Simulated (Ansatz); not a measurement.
Wavefunction ladder for BClH₆SiSn, SMILES `B[SiH](Cl)[SnH3]`

```tsv
atom	x (Å)	y (Å)	z (Å)
B1	-0.013	0.506	1.314
Si2	-1.331	0.861	0.028
Cl3	-1.304	2.388	-1.326
Sn4	0.860	-0.871	-0.559
H5	-0.253	-0.416	2.042
H6	0.897	1.257	1.493
H7	-2.454	-0.029	-0.355
H8	2.327	-1.168	0.252
H9	1.211	-0.170	-2.078
H10	0.059	-2.359	-0.811
```

The species carries charge 0 and has multiplicity 1. Correlated methods include outer-core shells of Sn, which these sets cover unevenly. Sn takes the def2 core potential. All single points use the PBE0-D4/def2-TZVP geometry. Frozen core, restricted reference, the Gaussian-basis code of Ansatz.

```csv
basis,HF (Eh),MP2 corr.,CCSD corr.,(T),CCSD(T) total
def2-SVP,-989.67109,-0.45109,-0.51245,?,?
def2-TZVPP,?,-0.77173,?,-0.03168,?
def2-QZVPP,-989.99654,?,–,–,–
```

Q: Fill in the withheld values. (Best estimate.)

A: Computed: def2-SVP (T): -0.01599; def2-SVP CCSD(T) total: -990.19953; def2-TZVPP HF (Eh): -989.97204; def2-TZVPP CCSD corr.: -0.81982; def2-TZVPP CCSD(T) total: -990.82354; def2-QZVPP MP2 corr.: -1.01982.
